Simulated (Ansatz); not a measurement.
A CCSD(T) single point on CH₆FGeIn, SMILES `[CH3][GeH]([F])[InH2]`.

```yaml
crystal:
  periodic: [false, false, false]
  atoms:
    - {symbol: C, position_ang: [-0.806949, -0.589772, -1.423504]}
    - {symbol: Ge, position_ang: [-0.026621, -0.673188, 0.362571]}
    - {symbol: F, position_ang: [1.454016, -1.615881, 0.166029]}
    - {symbol: In, position_ang: [0.847504, 1.567347, 1.416018]}
    - {symbol: H, position_ang: [-0.942343, -1.602737, -1.805887]}
    - {symbol: H, position_ang: [-1.779510, -0.094077, -1.388925]}
    - {symbol: H, position_ang: [-0.152799, -0.037902, -2.098769]}
    - {symbol: H, position_ang: [-0.908645, -1.563192, 1.271579]}
    - {symbol: H, position_ang: [0.366972, 2.072691, 2.996066]}
    - {symbol: H, position_ang: [1.948395, 2.536713, 0.504831]}
basis:
  gaussian: {orbitals: def2-SVP}
correlation: {method: ccsd_t}
```

```sh
$ ansatz run in.yaml --threads 4 --pin off --events-out ev --progress --plain --max-ram 10444MiB
```

Log, shortened:

```
Functional definition: HF
1235 factors; integrals over basis functions are off by at most 1.3e-3 eV
mean field evaluation 1: about -65441.0763 eV, gradient 3.4e1 eV
mean field evaluation 2: about -65441.1170 eV, gradient 3.4e1 eV
mean field evaluation 4: about -65443.9121 eV, gradient 3.1e0 eV
mean field evaluation 8: about -65443.9535 eV, gradient 1.8e-1 eV
mean field -65443.95372293 eV, -2405.0209398126 hartree, gradient 1.4e-6 eV, S^2 0.000000; 0 other end points of the search recorded, 0 dependent functions left out
15 core orbitals not correlated: weight in the atoms' cores, before any rotation towards them, 1.000 or more for the frozen orbitals, at most 0.000 for the correlated occupied ones
reference -65443.95372293 eV, -2405.0209398126 hartree; 22, 22 occupied and 79, 79 virtual orbitals, 1235 factors
second order -17.69474889 eV of doubles, -0.00000000 eV of singles
cycle   1  -18.03815782 eV  change   -3.4e-1 eV  update   1.1e-1
cycle   2  -18.59269348 eV  change   -5.5e-1 eV  update   3.3e-2
cycle   3  -18.70884514 eV  change   -1.2e-1 eV  update   1.8e-2
cycle   4  -18.70339988 eV  change    5.4e-3 eV  update   4.1e-3
cycle   5  -18.70245105 eV  change    9.5e-4 eV  update   1.9e-3
cycle   6  -18.70264420 eV  change   -1.9e-4 eV  update   5.8e-4
cycle   7  -18.70242848 eV  change    2.2e-4 eV  update   2.8e-4
cycle   8  -18.70235759 eV  change    7.1e-5 eV  update   1.1e-4
cycle   9  -18.70237543 eV  change   -1.8e-5 eV  update   5.4e-5
perturbative correction -0.47060022 eV, -0.0172942390 hartree
Total energy: -65463.12669858 eV, -2405.7255336718 hartree
```

Hardware: 4 threads of an Arm Neoverse V1 on a shared host. Wall time 12 s, peak host memory 0.67 GiB.

MP2 recovers 92.3 % of the CCSD(T) correlation energy and the triples give 2.5 %; T1 = 0.0105.
